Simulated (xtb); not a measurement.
O₄Ru, triplet, geometry from GFN2-xTB (such geometries of metal compounds can be far from the true shape) (the multiplicity is a formal guess); GFN2-xTB (xtb).

Here is a job for xtb.
```
$ xtb mol.xyz --gfn 2 --uhf 2 --etemp 5000 --json

# file mol.xyz
5

Ru     0.01430486    -0.02340224    -0.12950598
O      1.17675629     0.70822560    -0.92296003
O      0.49309506    -0.54979544     1.45089418
O     -0.98119096    -1.02816347    -0.84754838
O     -0.76733713     0.99844565     1.03189713
```

It wrote (shortened):

```
   ID    Z sym.   atoms
    1   44 Ru     1
    2    8 O      2-5

           -------------------------------------------------
          |                Calculation Setup                |
           -------------------------------------------------

           -------------------------------------------------
          |                 G F N 2 - x T B                 |
           -------------------------------------------------

          ...................................................
          :                      SETUP                      :
          :.................................................:
          :  # basis functions                  26          :
          :  # atomic orbitals                  25          :
          :  # shells                           11          :
          :  # electrons                        32          :
          :  max. iterations                   250          :
          :  Hamiltonian                  GFN2-xTB          :
          :  restarted?                      false          :
          :  GBSA solvation                  false          :
          :  PC potential                    false          :
          :  electronic temp.         5000.0000000     K    :
          :  accuracy                    1.0000000          :
          :  -> integral cutoff          0.2500000E+02      :
          :  -> integral neglect         0.1000000E-07      :
          :  -> SCF convergence          0.1000000E-05 Eh   :
          :  -> wf. convergence          0.1000000E-03 e    :
          :  Broyden damping             0.4000000          :
          :  net charge                          0          :
          :  unpaired electrons                  2          :
          ...................................................

 iter      E             dE          RMSdq      gap      omega  full diag
   1    -18.2912508 -0.182913E+02  0.136E+01    1.28       0.0  T
   2    -17.4977657  0.793485E+00  0.197E+01    1.00       1.0  T
   3    -19.1707312 -0.167297E+01  0.447E+00    1.44       1.0  T
   4    -19.1708242 -0.929533E-04  0.321E+00    1.65       1.0  T
   5    -19.1802308 -0.940666E-02  0.230E+00    1.52       1.0  T
   6    -19.1841706 -0.393976E-02  0.123E+00    1.63       1.0  T
   7    -19.1878070 -0.363639E-02  0.345E-01    1.56       1.0  T
   8    -19.1880927 -0.285709E-03  0.130E-01    1.58       1.0  T
   9    -19.1880968 -0.407545E-05  0.718E-02    1.58       1.0  T
  10    -19.1881044 -0.762502E-05  0.212E-02    1.58       2.1  T
  11    -19.1881053 -0.878152E-06  0.450E-03    1.58       9.9  T
  12    -19.1881053 -0.348080E-07  0.657E-04    1.58      68.1  T
  13    -19.1881053 -0.696030E-09  0.151E-04    1.58     296.0  T

   *** convergence criteria satisfied after 13 iterations ***

 transition dipole moment (au) for excitation:          16          17
     X       Y       Z
  -0.4686   0.5756  -0.1558  total (au/Debye):    0.758   1.928
 dE (eV)             :    0.412
 oscillator strength :  0.82121E-02

         :::::::::::::::::::::::::::::::::::::::::::::::::::::
         ::                     SUMMARY                     ::
         :::::::::::::::::::::::::::::::::::::::::::::::::::::
         :: total energy             -19.127715191410 Eh    ::
         :: gradient norm              0.029978896350 Eh/a0 ::
         :: HOMO-LUMO gap              1.580373950151 eV    ::
         ::.................................................::
         :: SCC energy               -19.188104979930 Eh    ::
         :: -> isotropic ES            0.089745432607 Eh    ::
         :: -> anisotropic ES         -0.001877976042 Eh    ::
         :: -> anisotropic XC         -0.002960425701 Eh    ::
         :: -> dispersion             -0.003119654599 Eh    ::
         :: repulsion energy           0.060389788520 Eh    ::
         :: add. restraining           0.000000000000 Eh    ::
         :: total charge               0.000000000000 e     ::
[...]
         6        1.9994           -0.6426138             -17.4864
         7        1.9990           -0.6352372             -17.2857
         8        1.9985           -0.6284048             -17.0998
         9        1.9984           -0.6273675             -17.0715
        10        1.9951           -0.6093145             -16.5803
        11        1.9804           -0.5873049             -15.9814
        12        1.9781           -0.5854640             -15.9313
        13        1.9644           -0.5775749             -15.7166
        14        1.9115           -0.5623052             -15.3011
        15        1.8154           -0.5489716             -14.9383
        16        1.1946           -0.5069749             -13.7955
        17        0.9950           -0.4918328             -13.3835 (HOMO)
        18        0.1686           -0.4337552             -11.8031 (LUMO)
        19        0.0013           -0.3542846              -9.6406
        20        0.0005           -0.3391570              -9.2289
        21        0.0004           -0.3339699              -9.0878
        22                          0.1581156               4.3025
        23                          0.1741958               4.7401
        24                          0.4054677              11.0333
        25                          0.5630889              15.3224
      -------------------------------------------------------------
                  HL-Gap            0.0580777 Eh            1.5804 eV
             Fermi-level           -0.4922288 Eh          -13.3942 eV

     #   Z          covCN         q      C6AA      α(0)
     1  44 Ru       3.233     0.646   282.320    35.592
     2   8 O        0.809    -0.173    17.648     5.631
     3   8 O        0.819    -0.150    17.283     5.573
     4   8 O        0.809    -0.173    17.648     5.631
     5   8 O        0.819    -0.150    17.283     5.573

 Mol. C6AA /au·bohr⁶  :       1086.132558
 Mol. C8AA /au·bohr⁸  :      58021.287210
 Mol. α(0) /au        :         58.000356

Wiberg/Mayer (AO) data.
largest (>0.10) Wiberg bond orders for each atom

 ---------------------------------------------------------------------------
     #   Z sym  total        # sym  WBO       # sym  WBO       # sym  WBO
 ---------------------------------------------------------------------------
     1  44 Ru   7.014 --     4 O    1.998     2 O    1.998     3 O    1.509
                             5 O    1.509
     2   8 O    2.448 --     1 Ru   1.998     4 O    0.172     3 O    0.139
                             5 O    0.139
     3   8 O    2.014 --     1 Ru   1.509     5 O    0.227     4 O    0.139
                             2 O    0.139
     4   8 O    2.448 --     1 Ru   1.998     2 O    0.172     3 O    0.139
                             5 O    0.139
     5   8 O    2.014 --     1 Ru   1.509     3 O    0.227     4 O    0.139
                             2 O    0.139
 ---------------------------------------------------------------------------

Topologies differ in total number of bonds
Writing topology from bond orders to xtbtopo.mol

molecular dipole:
                 x           y           z       tot (Debye)
 q only:        0.031      -0.051      -0.283
   full:        0.066      -0.108      -0.600       1.559
molecular quadrupole (traceless):
                xx          xy          yy          xz          yz          zz
 q only:        0.248      -0.875       0.605       0.291      -0.378      -0.852
  q+dip:        0.600      -0.259       0.687       0.266      -0.404      -1.287
   full:        0.580      -0.694       0.849       0.362      -0.512      -1.428

           -------------------------------------------------
          | TOTAL ENERGY              -19.127715191410 Eh   |
          | GRADIENT NORM               0.029978896350 Eh/α |
          | HOMO-LUMO GAP               1.580373950151 eV   |
           -------------------------------------------------

normal termination of xtb
```
